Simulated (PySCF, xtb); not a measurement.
C4H5FO2, SMILES C[C@H]1OC=C(F)O1. Other conformers were not sampled.

Harmonic wavenumbers (cm⁻¹) from GFN2-xTB run with xtb 6.7.1 at its own minimum, in rising order: 85, 172, 260, 326, 405, 467, 490, 619, 709, 726, 870, 919, 957, 1052, 1069, 1102, 1124, 1148, 1275, 1292, 1319, 1382, 1461, 1468, 1758, 2835, 3048, 3060, 3065, 3218.

Problem. What does PBE0-D3(BJ)/def2-SVP (PySCF 2.14.0) give at its own minimum? (Estimate from the structure and the level; the computed values follow.)

Solution. 97, 254, 275, 374, 454, 483, 579, 672, 716, 758, 871, 931, 1003, 1063, 1091, 1144, 1199, 1241, 1356, 1374, 1409, 1435, 1455, 1462, 1838, 3071, 3104, 3180, 3184, 3334. Paired by order, the mean absolute difference is 58 cm⁻¹ and the zero-point energies are 53.9 and 56.3 kcal/mol.
